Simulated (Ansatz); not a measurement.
This geometry of C2H7AlGeO (12 atoms, charge 0, multiplicity 1) is a first-order saddle point.

All numbers below come from RHF/def2-SVP (Ansatz).

```xyz
12
Properties=species:S:1:pos:R:3
C -1.758 0.740 -0.718
Ge 0.011 -0.143 -0.725
C 0.507 -1.124 0.982
O 1.705 -0.480 1.386
Al 2.082 0.772 0.273
H -2.334 0.415 0.151
H -1.665 1.825 -0.679
H -2.319 0.477 -1.616
H 0.102 -1.062 -1.959
H 0.687 -2.188 0.819
H -0.256 -1.032 1.760
H 3.316 1.743 0.361
```

Q: Which two structures does it join? (They come from a converged band through this point; their orientation in space is the band's.)

A: No bond is made or broken. The dihedral H6–C1–Ge2–Al5 goes from -152 to -32°. The two ends are copies of one structure, up to a mirror image or an exchange of like atoms.

Image 0:

```xyz
12
Properties=species:S:1:pos:R:3
C -1.814 0.569 -0.699
Ge -0.061 -0.331 -0.668
C 0.604 -0.855 1.177
O 1.822 -0.138 1.294
Al 2.087 0.775 -0.137
H -2.610 -0.140 -0.469
H -1.847 1.377 0.033
H -2.008 0.992 -1.686
H -0.110 -1.527 -1.639
H 0.784 -1.928 1.276
H -0.088 -0.562 1.971
H 3.319 1.711 -0.417
```

Image 8:

```xyz
12
Properties=species:S:1:pos:R:3
C -1.742 0.773 -0.696
Ge 0.016 -0.115 -0.733
C 0.490 -1.167 0.937
O 1.680 -0.538 1.385
Al 2.079 0.753 0.323
H -1.875 1.332 0.230
H -1.837 1.466 -1.533
H -2.543 0.035 -0.773
H 0.101 -0.974 -2.010
H 0.672 -2.225 0.738
H -0.285 -1.105 1.706
H 3.320 1.709 0.460
```

Q: How far does it lie above each of them?

A: 0.053 eV above the first and 0.053 eV above the second. This is the barrier of this one path; another mechanism may lie lower.

The run took 70 s on 2 threads of Arm Neoverse V1, on a shared host, peak memory 0.32 GiB.
